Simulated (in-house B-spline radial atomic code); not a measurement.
Whole-atom quantities along the 37-electron series, configuration [Kr] 4d1. Computed with a B-spline radial code for spherical atoms: non-relativistic Hartree-Fock, average of the configuration, point nuclei.

This level leaves out relativity, spin-orbit splitting included, which matters for heavy ions.

```tsv
ion	Z	E/Z² (Eh)	Σ<r²> (bohr²)	n(0)/Z³ (bohr⁻³)	Lamb diamagnetic shielding (ppm)	repulsion over attraction
Tm32+	69	-2.6031	3.3036	0.71486	7112.6	0.10352
Yb33+	70	?	?	?	?	?
Lu34+	71	-2.62	3.0501	0.71572	7345.76	0.10098
Hf35+	72	?	?	?	?	?
Ta36+	73	-2.6362	2.8251	0.71653	7578.89	0.098553
W37+	74	-2.644	2.7221	0.71692	7695.45	0.097382
Re38+	75	-2.6517	2.6246	0.71731	7812.01	0.096237
Os39+	76	-2.6591	2.5324	0.71768	7928.56	0.095117
```

Q: Fill in the row of Yb33+.

A: E/Z² (Eh): -2.6117; Σ<r²> (bohr²): 3.1729; n(0)/Z³ (bohr⁻³): 0.71529; Lamb diamagnetic shielding (ppm): 7229.18; repulsion over attraction: 0.10223.

Q: Fill in the row of Hf35+.

A: E/Z² (Eh): -2.6282; Σ<r²> (bohr²): 2.9343; n(0)/Z³ (bohr⁻³): 0.71613; Lamb diamagnetic shielding (ppm): 7462.33; repulsion over attraction: 0.099751.

Q: With what power of Z does the column «Σ<r²> (bohr²)» change over this range?

A: A fit of the logarithm of its size against log Z from Z = 69 to 76 has slope -2.75. Unscreened non-relativistic hydrogenic orbitals would give -2.
